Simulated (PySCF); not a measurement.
HCu, singlet, at a GFN2-xTB geometry (such geometries of metal compounds can be far from the true shape); BHANDHLYP/def2-SVPD, TDA (PySCF).

Here is a job for PySCF.
```python
from pyscf import gto, scf, dft, tdscf

mol = gto.Mole()
mol.atom = '''
    Cu   -0.000000   -0.000000   -0.047474
    H     0.000000    0.000000    1.376745
'''
mol.basis = 'def2-svpd'
mol.charge = 0
mol.spin = 0
mol.verbose = 4
mol.build()

mf = dft.RKS(mol)
mf.xc = 'bhandhlyp'
mf.kernel()
td = mf.TDA()
td.nstates = 5
td.kernel()
td.analyze()
```

### Question
What does PySCF print? Leave out banner, timings and long lists.

### Answer

```
PySCF version 2.14.0

[INPUT] verbose = 4
[INPUT] num. atoms = 2
[INPUT] num. electrons = 30
[INPUT] charge = 0
[INPUT] spin (= nelec alpha-beta = 2S) = 0
[INPUT] symmetry False subgroup None
[INPUT] Mole.unit = angstrom
[INPUT] Symbol           X                Y                Z      unit          X                Y                Z       unit  Magmom
[INPUT]  1 Cu     0.000000000000   0.000000000000  -0.047474000000 AA    0.000000000000   0.000000000000  -0.089712858038 Bohr   0.0
[INPUT]  2 H      0.000000000000   0.000000000000   1.376745000000 AA    0.000000000000   0.000000000000   2.601670993364 Bohr   0.0

nuclear repulsion = 10.775125957932
number of shells = 16
number of NR pGTOs = 86
number of NR cGTOs = 42
basis = def2-svpd
ecp = {}

******** <class 'pyscf.dft.rks.RKS'> ********
method = RKS
initial guess = minao
damping factor = 0
level_shift factor = 0
DIIS = <class 'pyscf.scf.diis.CDIIS'>
diis_start_cycle = 1
diis_space = 8
diis_damp = 0
SCF conv_tol = 1e-09
SCF conv_tol_grad = None
SCF max_cycles = 50
direct_scf = True
direct_scf_tol = 1e-13
XC library pyscf.dft.libxc version 7.1.2
    S. Lehtola, C. Steigemann, M. J. T. Oliveira, and M. A. L. Marques,  SoftwareX 7, 1–5 (2018)
XC functionals = bhandhlyp
    A. D. Becke,  J. Chem. Phys. 98, 1372 (1993)
    Defined through Gaussian implementation.
radial grids:
    Treutler-Ahlrichs [JCP 102, 346 (1995); DOI:10.1063/1.469408] (M4) radial grids

becke partition: Becke, JCP 88, 2547 (1988); DOI:10.1063/1.454033
pruning grids: <function nwchem_prune>
grids dens level: 3
symmetrized grids: False
atomic radii adjust function: <function treutler_atomic_radii_adjust>
small_rho_cutoff = 0
Set gradient conv threshold to 3.16228e-05
Initial guess from minao.
tot grids = 30448
init E= -1640.34913592051
  HOMO = -0.21960523312917  LUMO = -0.0533687049935283  gap/eV = 4.52353
cycle= 1 E= -1640.71305485392  delta_E= -0.364  |g|= 0.703  |ddm|= 0.958
  HOMO = -0.298839403918761  LUMO = -0.0713961076735634  gap/eV = 6.18905
cycle= 2 E= -1640.64868528755  delta_E= 0.0644  |g|= 0.94  |ddm|= 0.966
  HOMO = -0.270281429659956  LUMO = -0.0469242051271754  gap/eV = 6.07786
cycle= 3 E= -1640.78126473841  delta_E= -0.133  |g|= 0.0502  |ddm|= 0.575
  HOMO = -0.275896056488549  LUMO = -0.044143990894268  gap/eV = 6.30629
cycle= 4 E= -1640.78172101372  delta_E= -0.000456  |g|= 0.0132  |ddm|= 0.0385
  HOMO = -0.275148806736951  LUMO = -0.0434563224696776  gap/eV = 6.30467
cycle= 5 E= -1640.78178403523  delta_E= -6.3e-05  |g|= 0.00349  |ddm|= 0.0221
  HOMO = -0.275435920893365  LUMO = -0.0435600120204036  gap/eV = 6.30966
cycle= 6 E= -1640.78179529454  delta_E= -1.13e-05  |g|= 0.000931  |ddm|= 0.0119
  HOMO = -0.275615199179803  LUMO = -0.043567416868604  gap/eV = 6.31434
cycle= 7 E= -1640.78179618269  delta_E= -8.88e-07  |g|= 0.000329  |ddm|= 0.00328
  HOMO = -0.275634074972393  LUMO = -0.0435733509384759  gap/eV = 6.31469
cycle= 8 E= -1640.78179628  delta_E= -9.73e-08  |g|= 7.93e-05  |ddm|= 0.00119
  HOMO = -0.27564647775539  LUMO = -0.0435806619219621  gap/eV = 6.31483
cycle= 9 E= -1640.78179628357  delta_E= -3.57e-09  |g|= 5.63e-06  |ddm|= 0.000271
  HOMO = -0.275645862547981  LUMO = -0.0435810223873867  gap/eV = 6.31481
cycle= 10 E= -1640.78179628359  delta_E= -2.14e-11  |g|= 7.55e-07  |ddm|= 3.17e-05
  HOMO = -0.27564572531533  LUMO = -0.0435808983408359  gap/eV = 6.31481
Extra cycle  E= -1640.78179628359  delta_E= -2.27e-12  |g|= 9.46e-07  |ddm|= 2.27e-06
converged SCF energy = -1640.78179628359

******** <class 'pyscf.tdscf.rks.TDA'> for <class 'pyscf.dft.rks.RKS'> ********
nstates = 5 singlet
deg_eia_thresh = 1.000e-03
wfnsym = None
conv_tol = 1e-05
eigh lindep = 1e-12
eigh level_shift = 0
eigh max_cycle = 100

Excitation energies (eV)
[3.29778915 3.97614442 3.9761447  4.16170665 4.16170665]

** Singlet excitation energies and oscillator strengths **
Excited State   1:      3.29779 eV    375.96 nm  f=0.0684
      10 -> 16       -0.23277
      15 -> 16        0.64792
Excited State   2:      3.97614 eV    311.82 nm  f=0.0000
      14 -> 16       -0.67968
      14 -> 20       -0.18031
Excited State   3:      3.97614 eV    311.82 nm  f=0.0000
      13 -> 16       -0.67968
      13 -> 20       -0.18031
Excited State   4:      4.16171 eV    297.92 nm  f=0.0005
      12 -> 16       -0.67143
      12 -> 20       -0.18044
Excited State   5:      4.16171 eV    297.92 nm  f=0.0005
      11 -> 16       -0.67143
      11 -> 20       -0.18044

** Transition electric dipole moments (AU) **
state          X           Y           Z        Dip. S.      Osc.
  1        -0.0000      0.0000     -0.9199      0.8463      0.0684
  2        -0.0000      0.0000      0.0000      0.0000      0.0000
  3         0.0000     -0.0000      0.0000      0.0000      0.0000
  4         0.0260      0.0680      0.0000      0.0053      0.0005
  5         0.0680     -0.0260     -0.0000      0.0053      0.0005

** Transition velocity dipole moments (imaginary part, AU) **
state          X           Y           Z        Dip. S.      Osc.
  1         0.0000      0.0000     -0.0345      0.0012      0.0066
  2        -0.0000      0.0000      0.0000      0.0000      0.0000
  3         0.0000     -0.0000     -0.0000      0.0000      0.0000
  4         0.0065      0.0170      0.0000      0.0003      0.0014
  5         0.0170     -0.0065      0.0000      0.0003      0.0014

** Transition magnetic dipole moments (imaginary part, AU) **
state          X           Y           Z
  1         0.0000      0.0000     -0.0000
  2         0.0000      0.0000      0.0000
  3        -0.0000     -0.0000     -0.0000
  4         0.2837     -0.1085     -0.0000
  5        -0.1085     -0.2837      0.0000
```
